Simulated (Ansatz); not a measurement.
```yaml
crystal:
  periodic: [false, false, false]
  atoms:
    - {symbol: Ti, position_ang: [-0.062532, 0.307048, -0.068815]}
    - {symbol: O, position_ang: [-1.102369, -1.397741, -0.968896]}
    - {symbol: O, position_ang: [-0.087352, 1.605776, 1.122331]}
    - {symbol: O, position_ang: [-1.417572, -0.906563, 0.375938]}
    - {symbol: O, position_ang: [1.505970, -0.578425, -0.139983]}
    - {symbol: H, position_ang: [-0.516002, -2.167619, -0.773760]}
    - {symbol: H, position_ang: [-0.279074, 1.168344, -1.536248]}
    - {symbol: H, position_ang: [2.354932, -0.334484, 0.268830]}
    - {symbol: H, position_ang: [-0.396000, 2.303673, 1.720603]}
basis:
  gaussian: {orbitals: aug-cc-pVDZ}
hamiltonian: {xc: {name: wB97X}}
scf: {omitted_lower_state_checks: [starts]}
output: {forces: true}
```

```sh
$ ansatz run in.yaml --threads 2 --pin off --events-out ev --progress --plain --max-ram 4352MiB
```

Output, abridged:

```
Functional definition: wB97X
1563 factors; their error is unknown
561 factors; integrals over basis functions are off by at most 3.6e-5 eV
mean field evaluation 1: about -31357.1281 eV, gradient 8.2e1 eV
mean field evaluation 2: about -31302.5498 eV, gradient 2.2e2 eV
mean field evaluation 4: about -31369.1558 eV, gradient 9.6e0 eV
mean field evaluation 8: about -31369.3319 eV, gradient 1.5e-1 eV
mean field evaluation 16: about -31369.3964 eV, gradient 2.1e-3 eV
mean field -31369.39640093 eV, -1152.8040547935 hartree, gradient 4.9e-5 eV, S^2 0.000000; 0 other end points of the search recorded, 0 dependent functions left out
reference -31369.39633984 eV, -1152.8040525487 hartree; 29, 29 occupied and 158, 158 virtual orbitals, 1563 factors
Total energy: -31369.39633984 eV, -1152.8040525487 hartree
Atom 0 at    -0.062532     0.307048    -0.068815 Å, force    -0.336591    -0.174143    -0.475479 eV/Å
Atom 1 at    -1.102369    -1.397741    -0.968896 Å, force     0.492983    -0.224722     0.866319 eV/Å
Atom 2 at    -0.087352     1.605776     1.122331 Å, force    -0.187859     0.684128     0.608580 eV/Å
Atom 3 at    -1.417572    -0.906563     0.375938 Å, force     0.097705    -0.161594    -0.602347 eV/Å
Atom 4 at     1.505970    -0.578425    -0.139983 Å, force     0.743945     0.222338     0.303953 eV/Å
Atom 5 at    -0.516002    -2.167619    -0.773760 Å, force    -0.509449     0.546351    -0.191840 eV/Å
Atom 6 at    -0.279074     1.168344    -1.536248 Å, force     0.046079    -0.150081     0.270857 eV/Å
Atom 7 at     2.354932    -0.334484     0.268830 Å, force    -0.573053    -0.203072    -0.305212 eV/Å
Atom 8 at    -0.396000     2.303673     1.720603 Å, force     0.226240    -0.539204    -0.474831 eV/Å
Dipole moment:     0.357115     0.023473     0.399432 e Å
Checks for a lower state left out: starts
```

Hardware: 2 threads of Arm Neoverse V1 on a shared host. Wall time 20 s, peak host memory 0.79 GiB.
